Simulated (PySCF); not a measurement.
## Two probes of the same atoms: core binding energy and nuclear shielding

Compound: C8H11P.
Numbering: `[CH:1]#[C:2][CH2:3][P:4]1[CH2:5][CH2:6][CH:7]=[C:8]1[CH3:9]`

Binding energies: delta-SCF UKS SCAN, pcX-2 on the ionised atom, pcseg-1 elsewhere, spin-free X2C in PySCF. Shieldings: GIAO PBE0/pcSseg-1, non-relativistic, same geometry.

| atom | isotropic shielding (ppm) |
| --- | --- |
| C1 | 109.3 |
| C2 | 99.2 |
| C3 | 163.7 |
| C5 | 156.4 |
| C6 | 148.2 |
| C7 | 41.1 |
| C8 | 29.7 |
| C9 | 162.3 |

What are the C 1s binding energies of these atoms?

```json
{"atom": "C1", "environment": "terminal alkyne carbon", "C 1s (eV)": "289.82", "isotropic shielding (ppm)": "109.3"}
{"atom": "C7", "environment": "alkene CH carbon", "C 1s (eV)": "289.84", "isotropic shielding (ppm)": "41.1"}
{"atom": "C8", "environment": "fully substituted alkene carbon", "C 1s (eV)": "289.91", "isotropic shielding (ppm)": "29.7"}
{"atom": "C5", "environment": "sp3 carbon bound to phosphorus", "C 1s (eV)": "290.36", "isotropic shielding (ppm)": "156.4"}
{"atom": "C2", "environment": "alkyne carbon", "C 1s (eV)": "290.49", "isotropic shielding (ppm)": "99.2"}
{"atom": "C9", "environment": "allylic carbon", "C 1s (eV)": "290.52", "isotropic shielding (ppm)": "162.3"}
{"atom": "C6", "environment": "allylic carbon", "C 1s (eV)": "290.71", "isotropic shielding (ppm)": "148.2"}
{"atom": "C3", "environment": "sp3 carbon bound to phosphorus", "C 1s (eV)": "290.95", "isotropic shielding (ppm)": "163.7"}
```

Among the listed atoms, is the one with the highest binding energy also the least shielded?

No. The highest binding energy is at C3 (290.95 eV, shielding 163.7 ppm), the lowest shielding at C8 (29.7 ppm, 289.91 eV).

Over these 8 sites the two quantities correlate at r = 0.78. By binding energy: C1 ≈ C7 < C8 < C5 < C2 ≈ C9 < C6 < C3. By shielding: C8 < C7 < C2 < C1 < C6 < C5 < C9 < C3.

Spin contamination (⟨S²⟩ against 0.75 for a pure doublet) is marked for C 1s of C2 (0.87), which makes this value less certain. Geometry: PBE0-D3(BJ)/def2-SVP, one conformer, isolated molecule.
